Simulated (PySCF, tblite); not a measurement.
C4H14BNSi.
Numbering: `[BH3-:1][N@H+:2]([CH2:3][CH3:4])[SiH2:5][CH:6]=[CH2:7]` (hydrogens: H8, H9, H10 on B1; H11 on N2; H12, H13 on C3; H14, H15, H16 on C4; H17, H18 on Si5; H19 on C6; H20, H21 on C7)

Geometry (GFN2-xTB, Å), atoms numbered from 1 in this order:
```
atom  x, y, z in Å
B1    -0.4875   -1.9667   -0.7987
N2    -0.5134   -0.4795   -0.0372
C3    -1.8668    0.0716   -0.0524
C4    -2.1190    1.0577    1.0800
Si5    0.7950    0.5505   -0.6941
C6     2.3391    0.0576    0.2551
C7     3.3935    0.8408    0.4263
H8     0.6610   -2.2895   -0.8612
H9    -0.9707   -1.7949   -1.8725
H10   -1.1303   -2.6914   -0.1015
H11   -0.3056   -0.7576    0.9168
H12   -2.0253    0.5500   -1.0203
H13   -2.5721   -0.7601    0.0249
H14   -1.9733    0.5730    2.0442
H15   -1.4462    1.9096    1.0176
H16   -3.1416    1.4235    1.0340
H17    0.4382    1.9510   -0.4087
H18    0.8444    0.3550   -2.1381
H19    2.3780   -0.9506    0.6516
H20    4.2775    0.5194    0.9556
H21    3.4162    1.8474    0.0421
```

Jobs on this species (21 atoms, 64 electrons) with PySCF (density fitting) and tblite. Hardware of each: an Intel Xeon at 2.50 GHz with one thread, no GPU, shared host. The host was shared with other jobs, so the times are rough.

```tsv
level and settings	work	basis functions	SCF cycles	wall time
GFN2-xTB	Hessian by finite differences	–	–	?
GFN2-xTB	L-BFGS relaxation	–	–	4.5 s
PBE0/pcSseg-1	shieldings, charges and field gradients	196	14	97 s
```

Fill in the missing figures.

- GFN2-xTB; Hessian by finite differences: 3.2 s

What do all jobs in the table cost together?

About 1.7 min; the longest takes about 93 % of that, and about 30 times as long as the shortest.
